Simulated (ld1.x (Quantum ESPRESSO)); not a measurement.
**nickel (Ni), RRKJ: configuration errors across variants**

```json
{
  "Element": "Ni",
  "Generator": "ld1.x (Quantum ESPRESSO) 7.5",
  "Type": "norm-conserving RRKJ (Kleinman–Bylander form)",
  "Functional": "BP86",
  "Relativity": "scalar-relativistic",
  "Frozen core": "[Ar]",
  "Valence charge": "10",
  "Reference configuration": "3d8 4s1.5 4p0.5",
  "Partial waves": "4s (bound): rc 2.20 bohr; 4p (bound): rc 3.00 bohr; 3d (bound): rc 1.70 bohr",
  "Local potential": "all-electron potential smoothed inside 1.30 bohr (lloc = -1)",
  "Core correction": "a·sin(br)/r model core inside 1.05 bohr",
  "rho0": "0.02"
}
```

All-electron excitation energies from the reference (eV): (1) 3d8 4s2 4p0 -2.284; (2) 3d8 4s1 4p0 7.234; (3) 3d8 4s0 4p0 24.678; (4) 3d8.5 4s1.5 4p0 -3.452; (5) 3d7 4s2 4p1 8.272; (6) 3d7 4s0 4p0 62.216; (7) 3d9 4s0 4p0 4.220.

A true bound ghost makes a file unfit for plane-wave use even where its test errors are small: the radial tests pick states by their node count and pass the ghost by.

Errors AE − PS in meV (a dash: test not solved or not reliable):

```tsv
change	(1)	(2)	(3)	(4)	(5)	(6)	(7)	bound ghosts
base	+0.1	-1.3	+0.5	-23	-70	-125	-27	s
core correction a·sin(br)/r model core inside 0.64 bohr	+0.1	-1.4	-0.2	-23	-73	-126	-29	s
core correction a·sin(br)/r model core inside 0.90 bohr	+0.1	-1.3	-0.1	-23	-73	-126	-29	s
core correction a·sin(br)/r model core inside 1.00 bohr	+0.1	-1.3	+0.2	-23	-71	-126	-28	s
core correction a·sin(br)/r model core inside 1.18 bohr	+0.2	-1.2	+1.3	-23	-65	-123	-24	s
core correction a·sin(br)/r model core inside 1.38 bohr	+0.2	-1.0	+2.8	-22	-54	-116	-15	s
core correction a·sin(br)/r model core inside 1.50 bohr	+0.3	-0.9	+3.7	-21	-47	-110	-10	s
core correction a·sin(br)/r model core inside 1.74 bohr	+0.4	-0.9	+4.6	-19	-38	-96	-3.4	s
core correction a·sin(br)/r model core inside 1.90 bohr	+0.4	-0.8	+5.4	-19	-35	-83	-1.2	s
core correction a·sin(br)/r model core inside 1.98 bohr	+0.5	-0.8	+6.2	-18	-34	-74	-0.7	s
```

Q: Give the same row for: core correction none.

A: +0.8, +0.4, +25, -18, -31, -6.8, +2.1; bound ghosts: s.
